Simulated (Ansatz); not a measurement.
The cluster Ti₂H₄, relaxed as a singlet with RKS r2SCAN-D4/def2-TZVP in Ansatz, starting from the GFN2-xTB geometry. Force threshold 0.02 eV/Å.

The relaxation made no stability test and no search for a lower SCF solution. No other spin state of charge 0 was run. The structure comes from a short search, and lower isomers may exist.

Start:

Cartesian coordinates in Å:
```
Ti 1.118 -0.385 -0.921
Ti -1.064 0.042 1.058
H 2.637 -1.483 -0.801
H -2.930 -0.126 0.611
H -0.963 1.261 2.497
H 1.202 0.690 -2.444
```

Q: Estimate the energy that the relaxation releases and the steps that it takes.

A: 3.81 eV, in 27 steps; 28 s on 4 threads of Intel Xeon Platinum 8488C on a shared host. No frequencies were taken in this run, so the end may be a saddle point.

Q: Does the start keep its bonding?

A: Bonds formed: Ti1–H5, Ti2–H3, Ti2–H6 (atoms count from 1). The end is the same structure that another start reached, the lowest one found.

Q: Predict the relaxed structure.

A: 
Cartesian coordinates in Å:
```
Ti 1.0925 0.7838 -0.1245
Ti -0.6066 -0.3872 0.3533
H 1.1892 -1.0561 -0.0026
H -2.1104 0.0156 -0.4779
H 0.4712 0.5631 1.5866
H -0.0359 0.0809 -1.3349
```
Bond lengths (bridged metal pairs left out): 7 × H–Ti 1.76 to 1.95 Å.
